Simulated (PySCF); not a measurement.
## Molecular orbitals of CrC

PBE0 at R = 1.684 Å; basis Cr def2-TZVPP, C def2-TZVPP; no relativity; PySCF 2.14. State: ⁹Σ⁻ (nonet), unpaired electrons σ ↑↑, π ↑↑↑↑, δ ↑↑, a second solution, started from another occupation. Only the outer orbitals are listed, counted within each symmetry.

```json
{"spin": "α", "orbital": "3π", "occ.": "1", "ε (eV)": "-9.41", "on Cr (%)": "52", "main shells (%)": "51 Cr d, 47 C p"}
{"spin": "α", "orbital": "3π", "occ.": "1", "ε (eV)": "-9.41", "on Cr (%)": "52", "main shells (%)": "51 Cr d, 47 C p"}
{"spin": "α", "orbital": "8σ", "occ.": "1", "ε (eV)": "-9.08", "on Cr (%)": "35", "main shells (%)": "59 C p, 33 Cr d"}
{"spin": "α", "orbital": "1δ", "occ.": "1", "ε (eV)": "-6.94", "on Cr (%)": "100", "main shells (%)": "100 Cr d"}
{"spin": "α", "orbital": "1δ", "occ.": "1", "ε (eV)": "-6.93", "on Cr (%)": "100", "main shells (%)": "100 Cr d"}
{"spin": "α", "orbital": "9σ", "occ.": "1", "ε (eV)": "-5.70", "on Cr (%)": "83", "main shells (%)": "55 Cr s, 26 Cr d, 16 C p"}
{"spin": "α", "orbital": "4π", "occ.": "1", "ε (eV)": "-5.31", "on Cr (%)": "57", "main shells (%)": "45 Cr d, 43 C p, 12 Cr p"}
{"spin": "α", "orbital": "4π", "occ.": "1", "ε (eV)": "-5.31", "on Cr (%)": "57", "main shells (%)": "45 Cr d, 43 C p, 12 Cr p"}
{"spin": "α", "orbital": "10σ", "occ.": "0", "ε (eV)": "-1.49", "on Cr (%)": "87", "main shells (%)": "43 Cr p, 22 Cr d, 22 Cr s"}
{"spin": "α", "orbital": "5π", "occ.": "0", "ε (eV)": "0.26", "on Cr (%)": "95", "main shells (%)": "85 Cr p, 10 Cr d"}
{"spin": "α", "orbital": "5π", "occ.": "0", "ε (eV)": "0.26", "on Cr (%)": "95", "main shells (%)": "85 Cr p, 10 Cr d"}
{"spin": "β", "orbital": "7σ", "occ.": "1", "ε (eV)": "-12.86", "on Cr (%)": "12", "main shells (%)": "85 C s"}
{"spin": "β", "orbital": "3π", "occ.": "0", "ε (eV)": "-2.54", "on Cr (%)": "35", "main shells (%)": "65 C p, 28 Cr d"}
{"spin": "β", "orbital": "3π", "occ.": "0", "ε (eV)": "-2.54", "on Cr (%)": "35", "main shells (%)": "65 C p, 28 Cr d"}
{"spin": "β", "orbital": "8σ", "occ.": "0", "ε (eV)": "-2.32", "on Cr (%)": "34", "main shells (%)": "65 C p, 24 Cr d, 11 Cr p"}
```

Task: Which are the highest filled and the lowest empty level, where do they sit, and how wide is the gap?

Result: Highest filled α 4π at -5.31 eV (in %: 45 Cr d, 43 C p, 12 Cr p); lowest empty β 3π at -2.54 eV (in %: 65 C p, 28 Cr d); the gap at PBE0 is 2.77 eV.

```
bond order (Mayer)                              : 1.20
⟨S²⟩                                            : 20.002
charge on Cr (Mulliken, basis-dependent)        : 0.45
charge on Cr (Löwdin, basis-dependent)          : 0.11
dipole moment (positive dipole means Cr(−)C(+)) : -2.15 D
```
